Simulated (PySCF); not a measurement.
**What builds the second ionisation energy along the third row**

Calculated with PySCF 2.14 from differences of total energies of unrestricted determinants, without spin-orbit coupling. Each column adds one step, in eV (sums use unrounded values): valence MP2, valence CCSD, valence triples, then the next inner shell at CCSD(T) (Al 2s 2p, Si 2s 2p, P 2s 2p, S 2s 2p, Cl 2s 2p, Ar 2s 2p). References (NIST) marked * lie between the lowest fine-structure levels; the others compare directly ((s) semi-empirical, (t) theoretical).

| element | UHF | + MP2 | + CCSD | + (T) | + inner shell | sum | reference |
| --- | --- | --- | --- | --- | --- | --- | --- |
| Al [Ne] 3s2 → [Ne] 3s1 (def2-TZVPPD, non-relativistic) | 17.531 | 0.756 | 0.320 | 0.000 | 0.122 | 18.728 | 18.829 |
| Si [Ne] 3s2 3p1 → [Ne] 3s2 (def2-TZVPPD, non-relativistic) | 15.842 | 0.259 | 0.114 | 0.030 | -0.008 | 16.237 | 16.322 |
| P [Ne] 3s2 3p2 → [Ne] 3s2 3p1 (def2-TZVPPD, non-relativistic) | 19.162 | 0.447 | 0.038 | 0.035 | -0.002 | 19.681 | 19.769 (s) * |
| Cl [Ne] 3s2 3p4 → [Ne] 3s2 3p3 (def2-TZVPPD, non-relativistic) | 22.579 | 0.764 | 0.111 | 0.029 | 0.014 | 23.498 | 23.771 |
| Ar [Ne] 3s2 3p5 → [Ne] 3s2 3p4 (def2-TZVPPD, non-relativistic) | 26.362 | 0.975 | -0.035 | 0.034 | 0.013 | 27.350 | 27.630 * |

Task: Estimate the missing row, S [Ne] 3s2 3p3 → [Ne] 3s2 3p2 (def2-TZVPPD, non-relativistic).

Result: The calculation gives UHF 22.716; + MP2 0.617; + CCSD -0.068; + (T) 0.038; + inner shell 0.002; sum 23.305. The reference value is 23.338 *.

What remains against the references is mostly basis incompleteness and, for starred values, spin-orbit coupling.

These are valence bases, so the inner-shell step is incomplete.
